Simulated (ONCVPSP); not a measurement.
## Configuration tests for gallium (Ga) (ONCV)

```json
{
 "Element": "Ga",
 "Generator": "ONCVPSP 4.0.1",
 "Type": "optimised norm-conserving Vanderbilt (ONCV)",
 "Functional": "LDA (Perdew-Wang 92)",
 "Relativity": "scalar-relativistic",
 "Frozen core": "[Ar] 3d10",
 "Valence charge": "3",
 "Reference configuration": "4s1 4p2",
 "Partial waves": "4s: rc 1.40 bohr, ncon 3, nbas 7, qcut 4.4 1/bohr, 2 projectors, debl 0.7 Ha; 4p: rc 2.50 bohr, ncon 5, nbas 8, qcut 3.9 1/bohr, 3 projectors, debl 1.4 Ha; d scattering state at 0.43 Ha: rc 2.45 bohr, ncon 4, nbas 8, qcut 3.9 1/bohr, 3 projectors, debl 2 Ha",
 "Local potential": "polynomial inside 0.90 bohr (lpopt 3, dvloc0 6 Ha)",
 "Core correction": "Teter function, fcfact 4.5, rcfact 1.75"
}
```

Energies are relative to the spin-unpolarised reference configuration 4s1 4p2; without spin polarisation the order of configurations can differ from experiment.

| valence configuration | charge | ΔE all-electron (eV) | error AE − PS (meV) |
| --- | --- | --- | --- |
| 4s2 4p0 | +1 | -0.731 | -64 |
| 4s0 4p3 | 0 | 6.933 | -14 |

Problem. What are ΔE and the potential's error for 4s1 4p0?

Solution. ΔE = 20.767 eV all-electron; the error (AE − PS) is -389 meV.

Problem. What are ΔE and the potential's error for 4s2 4p1?

Solution. ΔE = -6.614 eV all-electron; the error (AE − PS) is -12 meV.

Levels in the configuration 4s0 4p3:

```json
{"level": "4p", "all-electron (eV)": "-4.146", "pseudo (eV)": "-4.149"}
```

Note: ghosts flagged at negative energy: s at -188.9 eV, d at -12860.5 eV; GHOST(+) flags only above 600 eV. A true bound ghost makes a file unfit for plane-wave use.
